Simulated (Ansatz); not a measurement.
CH₅FGeSSi, SMILES `[F][GeH]1[CH2][SiH2][S]1` at its PBE0-D4/def2-TZVP geometry, where that method's forces vanish. The species carries charge 0 and has multiplicity 1.

```xyz
10

F     1.5811   -2.0828    0.6405
Ge    0.0185   -1.3854    0.3224
C     0.1827    0.0839   -0.9525
Si   -0.2737    1.3645    0.3543
S    -0.5809   -0.0268    1.9742
H    -0.9092   -2.5843    0.0905
H     1.2019    0.1669   -1.3322
H    -0.5122    0.0164   -1.7901
H    -1.5178    2.1126    0.0415
H     0.8097    2.3352    0.6515
```

**Question.** What forces (eV/Å) does ωB97M-V/def2-TZVPP give on these atoms in Ansatz 0.2.0? (An estimate is asked.)

**Answer.** Computed: 
```
F1   0.073 -0.017  0.014
Ge2 -0.174 -0.070 -0.040
C3   0.014 -0.015 -0.032
Si4 -0.016  0.221 -0.022
S5   0.019 -0.022 -0.022
H6   0.086  0.109  0.015
H7  -0.078 -0.008  0.030
H8   0.055  0.009  0.065
H9   0.151 -0.088  0.032
H10 -0.130 -0.118 -0.039
```
